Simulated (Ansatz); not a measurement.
System: C$_{3}$H$_{9}$F$_{3}$Si$_{2}$, net charge 0, singlet state. SMILES: C[Si](C)(C)[Si](F)(F)F
Structure (B3LYP-D3(BJ)/def2-TZVP (Ansatz, a quantum-chemistry and plane-wave program) minimum search):
```xyz
17

C     -2.3529     0.8321     0.0821
Si    -1.0501    -0.5144    -0.0315
C     -1.1602    -1.6852     1.4315
C     -1.1838    -1.4478    -1.6545
Si     1.0498     0.5143     0.0315
F      1.2724     1.5359    -1.1736
F      2.2516    -0.5318    -0.0505
F      1.2860     1.3523     1.3684
H     -2.2733     1.5336    -0.7504
H     -2.2593     1.3985     1.0104
H     -3.3532     0.3925     0.0562
H     -2.1301    -2.1891     1.4394
H     -1.0520    -1.1511     2.3772
H     -0.3844    -2.4517     1.3865
H     -1.0887    -0.7753    -2.5089
H     -0.4088    -2.2118    -1.7389
H     -2.1546    -1.9451    -1.7250
```
Charge 0, spin multiplicity 1.

Property: atomisation energy (electronic, to ground-state atoms), in kcal/mol. Cores are frozen in the correlated levels unless marked. Open shells are spin-unrestricted. Spin-orbit coupling is left out. Non-relativistic. The coupled-cluster limit lacks core correlation, which all-electron functionals hold. Basis-set limits of correlation are two-point, X^-3; Hartree-Fock from the larger set. The bracket is a focal-point correction in the basis named.

```csv
level,program,atomisation energy (kcal/mol)
revPBE-D3(BJ)/def2-TZVPD,Ansatz + dftd3,1604.1
CAM-B3LYP-D4/def2-TZVPD,Ansatz + dftd4,1634.7
RI-MP2/cc-pV(T+d)Z,Ansatz,1621.2
SCS-MP2/cc-pV(D+d)Z,Ansatz,1504.8
```

Problem. What does RI-MP2/CBS(aug-cc-pV(T+d)Z,aug-cc-pV(Q+d)Z)+[CCSD(T)-MP2]/aug-cc-pV(T+d)Z (Ansatz) give?

Solution. 1636.7 kcal/mol
